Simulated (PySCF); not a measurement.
Core-level binding energies of `BBSC`

Species: CH6B2S.
Atom-mapped SMILES: `[BH2:1][BH:2][S:3][CH3:4]`

Method: PySCF, delta-SCF UKS SCAN, pcX-2 on the ionised atom, pcseg-1 elsewhere, spin-free X2C. These are vertical core ionisation energies against the vacuum level, from separate self-consistent calculations with and without the core hole.

Question: What binding energy does each computed site have?

Answer: 
```json
{"atom(s)": "B2", "bonded to": "S, H and B", "level": "B 1s", "binding energy (eV)": "195.30", "above the level's lowest (eV)": "0.00", "count": "1"}
{"atom(s)": "B1", "bonded to": "2 H and B", "level": "B 1s", "binding energy (eV)": "196.04", "above the level's lowest (eV)": "+0.74", "count": "1"}
{"atom(s)": "C4", "bonded to": "S and 3 H", "level": "C 1s", "binding energy (eV)": "291.48", "above the level's lowest (eV)": "0.00", "count": "1"}
{"atom(s)": "S3", "bonded to": "C and B", "level": "S 1s", "binding energy (eV)": "2477.19", "above the level's lowest (eV)": "0.00", "count": "1"}
```

The listed B 1s values span 0.74 eV, from B2 (bonded to S, H and B) to B1 (bonded to 2 H and B).

Question: Express the binding energy of C 1s of C4 in atomic units and per mole.

Answer: 291.48 eV = 10.7117 Eh = 28124 kJ/mol.

Not every level is listed. The unrestricted hole states depart most from a pure doublet (⟨S²⟩ = 0.75; over 0.85 named) for B 1s of B1 (1.00) and B 1s of B2 (0.88), which makes these values less certain. Isolated species at its PBE0-D3(BJ)/def2-SVP geometry (one conformer only).

On Intel Xeon at 2.50 GHz, one thread, no GPU, shared host with 64 logical CPUs at a one-minute load of 62, this took 49 s and 0.42 GiB of memory at its peak.

Conformer computed: `[BH2:1][BH:2][S:3][CH3:4]`: B1–B2–S3–C4 0°.
